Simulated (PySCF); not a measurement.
CH4O4Si, SMILES O=C(O)[SiH](O)O.

Geometry: PBE-D3(BJ)/def2-SVP. Other conformers were not sampled.

Calculation: PBE-D3(BJ)/def2-SVP (PySCF 2.14.0).

Frequencies are harmonic and unscaled.

```csv
mode,ν (cm⁻¹),IR (km/mol),moving atoms (share of kinetic energy)
1,55,0.9,O 95 %
2,140,10.6,"O 80 %, H 13 %"
3,173,14.1,"O 52 %, H 34 %, Si 9 %"
4,199,83.5,"H 66 %, O 30 %"
5,286,13.3,"O 71 %, H 16 %, C 8 %"
6,349,53.7,"O 59 %, Si 25 %, H 10 %"
7,424,14.4,"O 35 %, H 35 %, Si 26 %"
8,445,83.9,"H 65 %, O 18 %, Si 14 %"
9,514,38.5,"C 44 %, H 36 %, Si 10 %, O 10 %"
10,665,128.1,"H 55 %, O 29 %, C 15 %"
11,698,134.9,"H 64 %, O 25 %"
12,733,30.5,"H 55 %, C 27 %, O 17 %"
13,777,115.5,"H 47 %, O 43 %, Si 9 %"
14,831,17.8,"H 60 %, O 27 %, Si 13 %"
15,868,65.7,"H 50 %, O 31 %, Si 19 %"
16,929,376.6,"H 58 %, O 23 %, Si 19 %"
17,961,108.9,"H 45 %, Si 33 %, O 21 %"
18,1142,123.5,"O 45 %, H 41 %, C 13 %"
19,1311,19.7,"C 56 %, H 30 %, O 14 %"
20,1734,206.1,"C 61 %, O 37 %"
21,2206,124.8,H 97 %
22,3536,22.5,H 94 %
23,3647,94.9,H 94 %
24,3764,83.3,H 94 %
```
